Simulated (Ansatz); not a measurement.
Computed with Ansatz on PBE0-D4/def2-TZVP structures; ΔE is electronic, products minus reactants. CCSD(T)/CBS adds triple-zeta CCSD(T) − MP2 to the extrapolated MP2 energy (def2 sets, frozen cores). DFT in def2-TZVPP. B3LYP here is the variant with VWN-RPA as its local correlation; programs differ in this. For Mg outer-core shells are correlated without core-valence functions, which leaves a few kJ/mol of doubt a bond. Each species was taken in one conformer, which may not be the lowest.

Reaction (ligand exchange at the Si–N bond): `FC1OCN1[SiH3]` + `[OH][Mg][OH]` → `[OH][Mg][O][SiH3]` + `FC1NCO1`

| level | ΔE (kcal/mol) | difference from CCSD(T)/CBS |
| --- | --- | --- |
| B3LYP-D4 | -16.7 | 1.3 |
| ωB97X-V | -17.3 | 0.7 |
| ωB97M-V | -17.2 | 0.8 |
| B2PLYP | -18.2 | -0.2 |
| PBE | -16.6 | 1.4 |
| r2SCAN | -18.0 | 0.0 |
| PBE0 | -17.7 | 0.3 |
| B3LYP | -18.3 | -0.3 |
| HF/def2-TZVPP | -21.5 | -3.5 |
| MP2/def2-TZVPP | -17.5 | 0.5 |
| SCS-MP2/def2-TZVPP | -18.4 | -0.4 |
| CCSD/def2-TZVPP | -18.7 | -0.7 |
| CCSD(T)/def2-TZVPP | -18.3 | -0.3 |
| SCS-MP2/def2-QZVPP | -18.4 | -0.4 |
| MP2/CBS(def2) | -17.3 | 0.7 |
| CCSD/CBS(def2) | -18.5 | -0.5 |
| CCSD(T)/CBS | -18.0 | 0 |

Largest T1 diagnostic among the species: 0.012.

From PBE to PBE0 (25 % exact exchange), in def2-TZVPP and without D4, ΔE moves by −1.0 kcal/mol. The D4 term adds +1.6 kcal/mol with B3LYP and +0.9 kcal/mol with PBE0; it sums over pairs of atoms, weighted by their polarisabilities, and B3LYP, whose exchange is more repulsive, gets the larger term. In def2-TZVPP, CCSD(T) changes the Hartree–Fock value by +3.3 kcal/mol (the triples alone add +0.5 kcal/mol) and MP2 by +4.0 kcal/mol.
